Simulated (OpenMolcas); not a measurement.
# Computed levels of Lu II

```yaml
Program: OpenMolcas
Method: "SS-CASPT2, IPEA 0.25 Eh, imaginary shift 0.1 Eh (closed shells correlated: 5s 5p)"
Basis: ANO-RCC-VQZP [9s8p6d4f3g2h]
Scalar_Hamiltonian: DKH2, point nucleus
Active_space: 2 electrons in 6 orbitals (5d 6s)
State_averaging: 2S+1 = 1 even, 20 roots; 2S+1 = 3 even, 15 roots kept (CI in the orbitals of an earlier block)
Spin-orbit_coupling: state interaction with AMFI integrals over the reference wave functions, term energies averaged over their components
```

With spin-orbit coupling, above the lowest level:

```
Configuration  Term  J  E (eV)  Measured (eV)      g  Term weight %  Second
          6s²    ¹S  0  0.0000         0.0000                   100        
        5d 6s    ³D  1   1.393         1.4625  0.499            100        
        5d 6s    ³D  2   1.479         1.5418  1.156             93    7 ¹D
        5d 6s    ³D  3   1.702         1.7605  1.334            100        
        5d 6s    ¹D  2   2.033         2.1490  1.011             93    7 ³D
          5d²    ³F  2   3.538         3.6460  0.684             95    5 ¹D
          5d²    ³F  3   3.759         3.8298  1.084            100        
          5d²    ³F  4   3.986         4.0299  1.244             97    3 ¹G
          5d²    ¹D  2   4.289                 1.063             80   16 ³P
          5d²    ³P  0   4.472         4.4203                   100        
          5d²    ³P  1   4.533         4.5325  1.501            100        
          5d²    ³P  2   4.729         4.7827  1.421             84   15 ¹D
          5d²    ¹G  4   4.762                 1.007             97    3 ³F
```

Against the 10 measured excited levels shown (NIST Handbook of Basic Atomic Spectroscopic Data) the mean absolute deviation is 510 cm-1; the largest miss in energy is 5d 6s ¹D₂: computed 2.033, measured 2.1490 eV (-5.4 %).

Spin-orbit coupling puts the lowest level 0.0008 eV below the lowest spin-free term.

CASPT2 does not keep the components of a term degenerate, so their means are used; among the terms shown or strongly mixed into the levels shown the widest spread is 690 cm-1 (5d² ¹G). Terms from blocks run as CI alone lack orbitals of their own. A single d shell beside an s shell can misplace configurations of different d count against each other. Measured partners are found by configuration, term and J. A level has none where our copy of the source lacks it or the pairing is in doubt (some pairs that miss far off the trend of their configuration count as doubtful), and it then counts in no deviation. Levels of configurations outside the active space are missing. The first state left out of the spin-orbit step lies near 53000 cm-1 above the lowest spin-free state of the reference (among the parities and spins computed), and the list stops at four fifths of that energy or lower.

The term weight is that of the spin-free term in the level, not the purity of its configuration.
